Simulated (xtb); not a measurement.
C3H9SeSi, doublet, at a GFN2-xTB geometry of the parent state (the spin is typed, not shown lowest); GFN1-xTB in xtb 6.7.1.

xtb was given this input:
```
$ xtb mol.xyz --gfn 1 --chrg 0 --uhf 1 --json

# file mol.xyz
14

C     -0.77180922     1.32235238    -1.69682525
Si    -0.17134607    -0.17478338    -0.66996547
C      1.29729899    -0.92123172    -1.64069152
C     -1.57418854    -1.47085701    -0.76290977
Se     0.35722148     0.36438758     1.39674088
H     -1.02854891     1.03855189    -2.71440019
H     -1.64817593     1.76962183    -1.23853508
H     -0.00077427     2.08494746    -1.74212742
H      1.66046526    -1.81801787    -1.14877354
H      1.01906987    -1.18173069    -2.65884947
H      2.12079845    -0.21552517    -1.68457037
H     -1.82259483    -1.72564766    -1.79018422
H     -2.47090046    -1.09441245    -0.28093915
H     -1.28383199    -2.38157951    -0.24873466
```

### Question
Write the output that xtb gives for this input, abridged.

### Answer

```
   ID    Z sym.   atoms
    1    6 C      1, 3, 4
    2   14 Si     2
    3   34 Se     5
    4    1 H      6-14

           -------------------------------------------------
          |                Calculation Setup                |
           -------------------------------------------------

           -------------------------------------------------
          |                 G F N 1 - x T B                 |
           -------------------------------------------------

          ...................................................
          :                      SETUP                      :
          :.................................................:
          :  # basis functions                  50          :
          :  # atomic orbitals                  48          :
          :  # shells                           30          :
          :  # electrons                        31          :
          :  # halogen bonds                     0          :
          :  max. iterations                   250          :
          :  Hamiltonian                  GFN1-xTB          :
          :  restarted?                      false          :
          :  GBSA solvation                  false          :
          :  PC potential                    false          :
          :  electronic temp.          300.0000000     K    :
          :  accuracy                    1.0000000          :
          :  -> integral cutoff          0.2500000E+02      :
          :  -> integral neglect         0.1000000E-07      :
          :  -> SCF convergence          0.1000000E-05 Eh   :
          :  -> wf. convergence          0.2000000E-04 e    :
          :  Broyden damping             0.4000000          :
          :  net charge                          0          :
          :  unpaired electrons                  1          :
          ...................................................

 iter      E             dE          RMSdq      gap      omega  full diag
   1    -16.4988070 -0.164988E+02  0.788E+00    5.30       0.0  T
   2    -16.4938864  0.492062E-02  0.478E+00    6.99       1.0  T
   3    -16.4177644  0.761220E-01  0.370E+00    4.98       1.0  T
   4    -16.5622498 -0.144485E+00  0.944E-01    6.35       1.0  T
   5    -16.5702543 -0.800441E-02  0.609E-01    6.63       1.0  T
   6    -16.5758534 -0.559915E-02  0.470E-02    6.89       1.0  T
   7    -16.5756631  0.190318E-03  0.110E-01    6.84       1.0  T
[...]
         :: total energy             -16.384123528610 Eh    ::
[...]
     2Si    0.19486 -0.01159   1.247  1.764  0.794
     3C    -0.18955 -0.30284   1.006  3.184  0.000
     4C    -0.18955 -0.30284   1.006  3.184  0.000
     5Se   -0.01232  0.03897   1.930  4.107 -0.024
     6H     0.04514  0.09981   0.955  0.000  0.000
     7H     0.04178  0.09695   0.958  0.000  0.000
     8H     0.04178  0.09695   0.958  0.000  0.000
     9H     0.04178  0.09695   0.958  0.000  0.000
    10H     0.04514  0.09981   0.955  0.000  0.000
    11H     0.04178  0.09695   0.958  0.000  0.000
    12H     0.04514  0.09981   0.955  0.000  0.000
    13H     0.04178  0.09695   0.958  0.000  0.000
    14H     0.04178  0.09695   0.958  0.000  0.000

Wiberg/Mayer (AO) data.
largest (>0.10) Wiberg bond orders for each atom

 ---------------------------------------------------------------------------
     #   Z sym  total        # sym  WBO       # sym  WBO       # sym  WBO
 ---------------------------------------------------------------------------
     1   6 C    3.917 --     2 Si   0.979     8 H    0.949     7 H    0.949
                             6 H    0.948
     2  14 Si   4.716 --     5 Se   1.419     4 C    0.979     1 C    0.979
                             3 C    0.979
     3   6 C    3.917 --     2 Si   0.979     9 H    0.949    11 H    0.949
                            10 H    0.948
     4   6 C    3.917 --     2 Si   0.979    14 H    0.949    13 H    0.949
                            12 H    0.948
     5  34 Se   1.577 --     2 Si   1.419
     6   1 H    0.997 --     1 C    0.948
     7   1 H    1.002 --     1 C    0.949
     8   1 H    1.002 --     1 C    0.949
     9   1 H    1.002 --     3 C    0.949
    10   1 H    0.997 --     3 C    0.948
    11   1 H    1.002 --     3 C    0.949
    12   1 H    0.997 --     4 C    0.948
    13   1 H    1.002 --     4 C    0.949
    14   1 H    1.002 --     4 C    0.949
 ---------------------------------------------------------------------------

Topologies differ in total number of bonds
Writing topology from bond orders to xtbtopo.mol

 dipole moment from electron density (au)
     X       Y       Z
  -0.1033  -0.1054  -0.4039  total (Debye):    1.093

           -------------------------------------------------
          | TOTAL ENERGY              -16.384123528610 Eh   |
          | GRADIENT NORM               0.026076793789 Eh/α |
          | HOMO-LUMO GAP               6.873252882080 eV   |
           -------------------------------------------------

normal termination of xtb
```
